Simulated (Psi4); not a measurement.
CH4AlO, doublet, geometry from GFN2-xTB (such geometries of metal compounds can be far from the true shape) (the spin is typed, not shown lowest); Psi4 with SCS-MP2/def2-SV(P).

Here is a job for Psi4.
```
memory 2 GB

molecule mol {
0 2
Al    0.481131   -0.048777    0.114651
C    -0.385849    1.347536   -1.098157
H    -1.119634    1.958684   -0.566734
H    -0.897733    0.894329   -1.950760
H     0.378071    2.021320   -1.493836
O    -0.206980   -1.291608    0.960098
H    -0.644475   -1.992582    1.429023
}

set {
  basis def2-sv(p)
  reference uhf
}

energy('scs-mp2')
print_variables()
```

It wrote (shortened):

```
   => Loading Basis Set <=

    Name: DEF2-SV(P)
    Role: ORBITAL
    Keyword: BASIS

         ---------------------------------------------------------
                                   SCF
               by Justin Turney, Rob Parrish, Andy Simmonett
                          and Daniel G. A. Smith
                              UHF Reference
         ---------------------------------------------------------

  ==> Geometry <==

    Molecular point group: c1
    Full point group: C1

    Geometry (in Angstrom), charge = 0, multiplicity = 2:

       Center              X                  Y                   Z               Mass
    ------------   -----------------  -----------------  -----------------  -----------------
         AL           0.434710022202     0.000377648859     0.069406974824    26.981538530000
         C           -0.432269977798     1.396690648859    -1.143401025176    12.000000000000
         H           -1.166054977798     2.007838648859    -0.611978025176     1.007825032230
         H           -0.944153977798     0.943483648859    -1.996004025176     1.007825032230
         H            0.331650022202     2.070474648859    -1.539080025176     1.007825032230
         O           -0.253400977798    -1.242453351141     0.914853974824    15.994914619570
         H           -0.690895977798    -1.943427351141     1.383778974824     1.007825032230

  Running in c1 symmetry.

  Rotational constants: A =      1.33570  B =      0.16981  C =      0.15498 [cm^-1]
  Rotational constants: A =  40043.39217  B =   5090.88990  C =   4646.30127 [MHz]
  Nuclear repulsion =   89.994948964961026

  Charge       = 0
  Multiplicity = 2
  Electrons    = 31
  Nalpha       = 16
  Nbeta        = 15

  ==> Algorithm <==

  SCF Algorithm Type is PK.
  DIIS enabled.
  MOM disabled.
  Fractional occupation disabled.
  Guess Type is SAD.
  Energy threshold   = 1.00e-08
  Density threshold  = 1.00e-08
  Integral threshold = 1.00e-12

  ==> Primary Basis <==

  Basis Set: DEF2-SV(P)
    Blend: DEF2-SV(P)
    Number of shells: 28
    Number of basis functions: 54
    Number of Cartesian functions: 57
    Spherical Harmonics?: true
    Max angular momentum: 2

  ==> Integral Setup <==

  Using in-core PK algorithm.
   Calculation information:
      Number of atoms:                   7
      Number of AO shells:              28
      Number of primitives:             58
      Number of atomic orbitals:        57
      Number of basis functions:        54

[...]
  @UHF Final Energy:  -356.81128394108219
    Total Energy =                       -356.8112839410821380
  DIE_IF_NOT_CONVERGED          => (empty)
[...]
  WFN                           => (empty)
  WFN_TYPE                      => OMP2            !
  WRITER_FILE_LABEL             => (empty)
  ZORA_BASIS_TOLERANCE          => (empty)
  ZORA_NR_DEBUG                 => (empty)
  ZORA_PRUNING_SCHEME           => (empty)
  ZORA_RADIAL_POINTS            => (empty)
  ZORA_SPHERICAL_POINTS         => (empty)

 ==============================================================================
 ==============================================================================
 ==============================================================================

                             MP2
                    Program Written by Ugur Bozkaya,
              Additional Contributions by J. P. Misiewicz

 ==============================================================================
 ==============================================================================
 ==============================================================================

	MO spaces per irreps...

	IRREP   FC   AOCC  BOCC  AVIR    BVIR  FV
	==========================================
	   A     0    16    15    38     39     0
	==========================================

	Computing MP2 energy using SCF MOs (Canonical MP2)...
	==============================================================================
	Nuclear Repulsion Energy (a.u.)    :    89.99494896496103
	SCF Energy (a.u.)                  :  -356.81128394108219
	REF Energy (a.u.)                  :  -356.81128394108219
	Alpha-Alpha Contribution (a.u.)    :    -0.04734399392846
	Alpha-Beta Contribution (a.u.)     :    -0.27464744258222
	Beta-Beta Contribution (a.u.)      :    -0.04415080089780
	Scaled_SS Correlation Energy (a.u.):    -0.03049826494208
	Scaled_OS Correlation Energy (a.u.):    -0.32957693109866
	SCS-MP2 Total Energy (a.u.)        :  -357.17135913712292
	SOS-MP2 Total Energy (a.u.)        :  -357.14086087218084
	SCSN-MP2 Total Energy (a.u.)       :  -356.97231477997639
	SCS-MP2-VDW Total Energy (a.u.)    :  -357.20858006500060
	SOS-PI-MP2 Total Energy (a.u.)     :  -357.19579036069729
	MP2 Correlation Energy (a.u.)      :    -0.36614223740847
	MP2 Total Energy (a.u.)            :  -357.17742617849069
	==============================================================================

  Variable Map:
  ----------------------------------------------------------------------------
[...]
  Array Variable Map:
  ----------------------------------------------------------------------------
[...]
[...]
```
